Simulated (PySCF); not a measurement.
# TiCl3: what the settings change

TiCl3: Ti(III) (d1), charge 0. The structure is a PBE0-D3(BJ)/def2-TZVP geometry optimised for multiplicity 2; coordination trigonal planar, point group D3h, metal–donor distances 2.19 Å.

```
4

Ti    0.000    0.000    0.000
Cl    2.191    0.000    0.000
Cl   -1.095    1.897    0.000
Cl   -1.095   -1.897    0.000
```

Method (PySCF 2.14, density fitting): CASSCF(1,5) with orbitals averaged over all microstates of the shell, strongly contracted NEVPT2 on the averaged canonical orbitals; basis x2c-TZVPall on the metal, x2c-SVPall elsewhere; spin-free X2C; gas phase; spin-orbit coupling by state interaction with the mean-field operator over all roots.

Base run: NEVPT2 ground state 2A1', next 2E'' at 4132, then 2E' at 15123 cm⁻¹, ζ 112 cm⁻¹, g 1.844 1.844 2.000, μeff(300 K) 1.78 μB.

(1) What happens with the basis x2c-TZVPall on all atoms?

Charge-transfer states lie outside this active space and may come lower than some of these levels. NEVPT2 lifts 2E'' from 2849 to 4132 cm⁻¹; on the d shell alone such lifts tend to overshoot. NEVPT2 on the d shell alone tends to put d–d bands too high for such charged or covalently bound ions.

Answers

(1) NEVPT2 ground state 2A1', next 2E'' at 4062, then 2E' at 14764 cm⁻¹, ζ 111 cm⁻¹, g 1.842 1.842 2.000, μeff(300 K) 1.78 μB. It took 7.1 s against 3.5 s on a shared host of the same kind.
